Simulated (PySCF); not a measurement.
C₂H₉NSi₂.
Numbering: `[NH2:1][SiH2:2]/[CH:3]=[CH:4]/[SiH3:5]` (hydrogens: H6, H7 on N1; H8, H9 on Si2; H10 on C3; H11 on C4; H12, H13, H14 on Si5)

The same species was optimised twice, with GFN2-xTB and with PBE0-D3(BJ)/def2-SVP (PySCF), and the same property calculations (PySCF, gas phase) were run on both structures.

```json
{"coordinate": "Si2–H8 (Å)", "GFN2-xTB": "1.465", "PBE0-D3(BJ)/def2-SVP": "1.496", "change": "+0.031"}
{"coordinate": "Si5–H14 (Å)", "GFN2-xTB": "1.464", "PBE0-D3(BJ)/def2-SVP": "1.495", "change": "+0.031"}
{"coordinate": "Si5–H13 (Å)", "GFN2-xTB": "1.466", "PBE0-D3(BJ)/def2-SVP": "1.497", "change": "+0.031"}
{"coordinate": "Si5–H12 (Å)", "GFN2-xTB": "1.468", "PBE0-D3(BJ)/def2-SVP": "1.497", "change": "+0.029"}
{"coordinate": "Si2–H9 (Å)", "GFN2-xTB": "1.476", "PBE0-D3(BJ)/def2-SVP": "1.502", "change": "+0.026"}
{"coordinate": "C4–H11 (Å)", "GFN2-xTB": "1.085", "PBE0-D3(BJ)/def2-SVP": "1.101", "change": "+0.016"}
{"coordinate": "C3–H10 (Å)", "GFN2-xTB": "1.085", "PBE0-D3(BJ)/def2-SVP": "1.100", "change": "+0.015"}
{"coordinate": "C3=C4 (Å)", "GFN2-xTB": "1.331", "PBE0-D3(BJ)/def2-SVP": "1.345", "change": "+0.014"}
{"coordinate": "C4–Si5 (Å)", "GFN2-xTB": "1.880", "PBE0-D3(BJ)/def2-SVP": "1.871", "change": "-0.009"}
{"coordinate": "N1–Si2 (Å)", "GFN2-xTB": "1.725", "PBE0-D3(BJ)/def2-SVP": "1.733", "change": "+0.008"}
{"coordinate": "Si2–C3 (Å)", "GFN2-xTB": "1.882", "PBE0-D3(BJ)/def2-SVP": "1.875", "change": "-0.007"}
{"coordinate": "Si2–C3–C4 (°)", "GFN2-xTB": "125.8", "PBE0-D3(BJ)/def2-SVP": "122.3", "change": "-3.5"}
{"coordinate": "Si2–C3–H10 (°)", "GFN2-xTB": "116.1", "PBE0-D3(BJ)/def2-SVP": "118.8", "change": "+2.7"}
{"coordinate": "H8–Si2–H9 (°)", "GFN2-xTB": "109.5", "PBE0-D3(BJ)/def2-SVP": "107.1", "change": "-2.4"}
{"coordinate": "Si5–C4–H11 (°)", "GFN2-xTB": "116.6", "PBE0-D3(BJ)/def2-SVP": "118.6", "change": "+2.0"}
{"coordinate": "C4–Si5–H13 (°)", "GFN2-xTB": "109.1", "PBE0-D3(BJ)/def2-SVP": "110.9", "change": "+1.8"}
{"coordinate": "C3–C4–Si5 (°)", "GFN2-xTB": "125.9", "PBE0-D3(BJ)/def2-SVP": "124.2", "change": "-1.7"}
{"coordinate": "N1–Si2–C3 (°)", "GFN2-xTB": "106.9", "PBE0-D3(BJ)/def2-SVP": "108.5", "change": "+1.6"}
{"coordinate": "C4–Si5–H12 (°)", "GFN2-xTB": "109.3", "PBE0-D3(BJ)/def2-SVP": "110.9", "change": "+1.6"}
{"coordinate": "N1–Si2–C3–C4 (°)", "GFN2-xTB": "-10", "PBE0-D3(BJ)/def2-SVP": "-14", "change": "-4"}
```

Rotational constants: A = 9042, B = 1118, C = 1021 MHz (GFN2-xTB) against A = 8727, B = 1134, C = 1033 MHz (PBE0-D3(BJ)/def2-SVP). End groups have turned between the structures, so H6, H7 are left out of the comparison.

On the GFN2-xTB structure: lowest triplet, Tamm–Dancoff (eV) 4.25 [wB97X-D/def2-SVPD]; isotropic polarisability (au) 88.4 [wB97X-D/def2-SVPD]; HOMO (eV) -9.40 [wB97X-D/def2-SVPD]; LUMO (eV) 1.00 [wB97X-D/def2-SVPD]; dipole (D) 1.19 [wB97X-D/def2-SVPD].

Task: What do these properties become on the PBE0-D3(BJ)/def2-SVP structure?

Result: 
```csv
property,level,on GFN2-xTB,on PBE0-D3(BJ)/def2-SVP,change
"lowest triplet, Tamm–Dancoff (eV)",wB97X-D/def2-SVPD,4.25,4.11,-0.14
isotropic polarisability (au),wB97X-D/def2-SVPD,88.4,90.5,+2.1
HOMO (eV),wB97X-D/def2-SVPD,-9.40,-9.41,-0.01
LUMO (eV),wB97X-D/def2-SVPD,1.00,0.87,-0.13
dipole (D),wB97X-D/def2-SVPD,1.19,1.42,+0.23
"energy, GFN2-xTB geometry as zero (kcal/mol)",wB97X-D/def2-SVPD,0.0,-1.8,-1.8
```

The heavy atoms differ by 0.032 Å rms after alignment. Among the bonds compared Si2–H8, Si5–H13 and Si5–H14 change most and about equally (+0.031 Å). Changes are differences of the printed values. Neither structure is proved a minimum here.

Shape of the structure used: `[NH2:1][SiH2:2]/[CH:3]=[CH:4]/[SiH3:5]`: N1–Si2–C3–C4 -14°, H–N1–Si2–C3 149°, H–N1–Si2–C3 -69°.

Note: wB97X-D ran without an empirical dispersion term, which enters the total energy and its gradient alone.
